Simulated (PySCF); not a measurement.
# Stretching TeI

Set-up: basis Te x2c-TZVPPall, I x2c-TZVPPall; spin-free X2C with a Gaussian nucleus; PySCF 2.14. Energies in eV from Te + I in their ground configurations at the same level. State: ²Π (doublet), unpaired electrons π ↑.

```csv
R (Å),UHF-SCS-MP2,BP86,B97-3,UHF-MP2
2.289,-0.544,-1.006,-0.724,-0.766
2.396,-1.294,-1.777,-1.490,-1.484
2.502,-1.694,-2.200,-1.904,-1.856
2.582,-1.833,-2.356,-2.051,-1.976
2.662,-1.874,-2.413,-2.099,-1.999
2.742,-1.842,-2.398,-2.072,-1.951
2.848,-1.702,-2.299,-1.957,-1.795
2.981,-1.324,-2.096,-1.733,-1.408
3.141,-0.881,-1.794,-1.406,-0.953
3.354,-0.516,-1.369,-0.960,-0.569
```

Problem. Put a parabola through the three lowest points of the BP86 curve and estimate Re, k and ωe (reduced mass 64.19 u; 1 eV/Å² = 0.16022 mdyn/Å; ωe = 1302.8·√(k/μ) cm⁻¹).

Solution. Through R = 2.582, 2.662, 2.742 Å the second-order coefficient is 5.62 eV/Å², so Re ≈ 2.685 Å, k ≈ 1.80 mdyn/Å and ωe ≈ 218 cm⁻¹. A polynomial fit of higher order to the unrounded BP86 energies gives Re = 2.682 Å, k = 1.67 mdyn/Å, ωe = 210 cm⁻¹; anharmonicity and rounding make the difference.

The higher-order fit for each curve: BP86: Re = 2.682 Å, ωe = 210 cm⁻¹, De = 2.42 eV; B97-3: Re = 2.669 Å, ωe = 217 cm⁻¹, De = 2.10 eV. UHF-SCS-MP2 gives no reliable minimum on this grid. UHF-MP2 gives no reliable minimum on this grid.

Correlated steps freeze 36 core orbitals. Spin–orbit coupling is left out, which matters for elements this heavy, above all for dissociation energies. The state is the lowest determinant that a PBE0 search found; another state may lie lower at other levels.
